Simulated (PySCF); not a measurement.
BP86 on Cl⁻ (chlorine, charge -1), [Ar], closed-shell 1S. All numbers are calculated (PySCF 2.14, the non-relativistic Hamiltonian (point nucleus), in aug-cc-pwCVTZ (8s7p5d3f, 75 functions)).

```
cycle= 1 E= -460.341123758162  delta_E= -0.0115  |g|= 0.00731  |ddm|= 0.246
cycle= 2 E= -460.341123972392  delta_E= -2.14e-07  |g|= 0.00554  |ddm|= 0.0114
cycle= 3 E= -460.34113246674  delta_E= -8.49e-06  |g|= 0.00294  |ddm|= 0.0104
cycle= 4 E= -460.341136780486  delta_E= -4.31e-06  |g|= 0.000227  |ddm|= 0.00448
cycle= 5 E= -460.341136814202  delta_E= -3.37e-08  |g|= 3.43e-05  |ddm|= 0.000458
cycle= 6 E= -460.341136814938  delta_E= -7.36e-10  |g|= 5.16e-07  |ddm|= 5.13e-05
converged SCF energy = -460.341136814938  <S^2> = -2.1316282e-14  2S+1 = 1
```

Highest occupied orbital energy: 0.140 eV; ⟨L²⟩ = 0.00; populations by l: s 6.00, p 12.00, d 0.00, f 0.00.

Task: Can this result be used?

Result: With care. The calculation finished and met its thresholds. At BP86 the highest occupied level has a positive energy, so only the finite basis holds that electron; in a semilocal or global hybrid functional this comes from self-interaction and does not mean that the real anion is unbound.
